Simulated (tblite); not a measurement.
C3H10B2O2.
SMILES with atom numbers: `[BH2:1][O:2][BH:3][O:4][CH:5]([CH3:6])[CH3:7]` (hydrogens: H8, H9 on B1; H10 on B3; H11 on C5; H12, H13, H14 on C6; H15, H16, H17 on C7)

Computed with GFN2-xTB (tblite), gas phase: L-BFGS steps from a force-field or distance-geometry start until the largest atomic force falls under 0.01 eV/Å.

Step 21: E = -605.6663 eV
```
atom  x, y, z in Å  |  force x, y, z in eV/Å
B1      3.2113   -0.6430   -0.4962   -0.030  -0.050   0.077
O2      2.0627   -0.2052   -0.0215    0.035   0.052   0.015
B3      1.3975    0.8534    0.4863    0.012   0.097   0.234
O4      0.0728    0.9265    0.6292    0.137   0.063   0.021
C5     -0.8917   -0.0532    0.2760    0.028  -0.022   0.019
C6     -1.9888    0.6460   -0.5190   -0.013   0.018  -0.022
C7     -1.4322   -0.6867    1.5577   -0.027  -0.041   0.027
H8      3.9662    0.0516   -1.0891   -0.150  -0.004  -0.076
H9      3.4797   -1.7762   -0.2975    0.005   0.017  -0.012
H10     1.9762    1.7704    0.9653   -0.001  -0.083  -0.076
H11    -0.4179   -0.8244   -0.3442    0.019  -0.064  -0.026
H12    -2.7208   -0.0707   -0.8794    0.005  -0.015  -0.012
H13    -1.5407    1.1651   -1.3612   -0.042  -0.009  -0.096
H14    -2.4863    1.3832    0.1041   -0.022   0.008   0.048
H15    -0.6320   -1.1828    2.1020    0.026   0.013  -0.028
H16    -2.2008   -1.4178    1.3236   -0.008  -0.019  -0.049
H17    -1.8624    0.0758    2.2031    0.027   0.040  -0.044
```

Step 22: E = -605.6710 eV
```
atom  x, y, z in Å  |  force x, y, z in eV/Å
B1      3.2084   -0.6459   -0.4959   -0.010  -0.024   0.075
O2      2.0719   -0.2054    0.0001   -0.019   0.069   0.032
B3      1.4000    0.8535    0.4985    0.023   0.085   0.168
O4      0.0745    0.9264    0.6230    0.093   0.081   0.055
C5     -0.8895   -0.0553    0.2748    0.064   0.024  -0.015
C6     -1.9876    0.6419   -0.5195   -0.032   0.058  -0.028
C7     -1.4298   -0.6854    1.5561   -0.025  -0.035   0.022
H8      3.9525    0.0463   -1.1020   -0.129   0.023  -0.100
H9      3.4798   -1.7761   -0.3026    0.018  -0.054   0.007
H10     1.9688    1.7789    0.9694    0.027  -0.076  -0.049
H11    -0.4161   -0.8262   -0.3447    0.029  -0.090  -0.034
H12    -2.7252   -0.0689   -0.8787    0.021  -0.048  -0.017
H13    -1.5435    1.1645   -1.3611   -0.023  -0.022  -0.114
H14    -2.4821    1.3792    0.1042   -0.040   0.037   0.082
H15    -0.6325   -1.1791    2.1049    0.045  -0.035  -0.038
H16    -2.1975   -1.4115    1.3099   -0.035  -0.068   0.004
H17    -1.8593    0.0751    2.2029   -0.008   0.071  -0.050
```

**Question.** Estimate the geometry and energy of step 23. (The exact step hangs on the optimiser's Hessian estimate; all steps are aligned on step 22, rigid shifts and turns removed.)

**Answer.** E = -605.6755 eV, largest force 0.164 eV/Å
```
atom  x, y, z in Å  |  force x, y, z in eV/Å
B1      3.2071   -0.6491   -0.4939   -0.047   0.019   0.077
O2      2.0830   -0.2032    0.0254   -0.001   0.054   0.034
B3      1.4032    0.8550    0.5156    0.036   0.042   0.058
O4      0.0768    0.9263    0.6187    0.026   0.071   0.073
C5     -0.8867   -0.0578    0.2729    0.071   0.059  -0.045
C6     -1.9872    0.6392   -0.5209   -0.030   0.077  -0.020
C7     -1.4283   -0.6850    1.5546   -0.010  -0.016  -0.007
H8      3.9385    0.0398   -1.1182   -0.123   0.036  -0.103
H9      3.4805   -1.7789   -0.3104    0.017  -0.084   0.032
H10     1.9609    1.7906    0.9726    0.063  -0.051   0.000
H11    -0.4151   -0.8307   -0.3465    0.032  -0.070  -0.020
H12    -2.7300   -0.0671   -0.8790    0.049  -0.062  -0.007
H13    -1.5471    1.1640   -1.3634   -0.012  -0.035  -0.105
H14    -2.4789    1.3764    0.1053   -0.040   0.045   0.085
H15    -0.6321   -1.1756    2.1069    0.043  -0.073  -0.049
H16    -2.1955   -1.4075    1.2981   -0.039  -0.089   0.059
H17    -1.8562    0.0759    2.2017   -0.035   0.077  -0.061
```

The energy changes by -0.0044 eV. The first-order estimate −F·Δx gives -0.0061 eV and the mean of the old and new forces, exact on a quadratic surface, -0.0045 eV. The step makes an angle of 72° with the force vector and moves no atom by more than 0.028 Å.

What follows is the cost of the whole relaxation. Time: 0.97 s of wall time. Hardware: one thread, Arm Neoverse N1 (aarch64), no GPU, shared host with 64 logical CPUs at a one-minute load of 60.
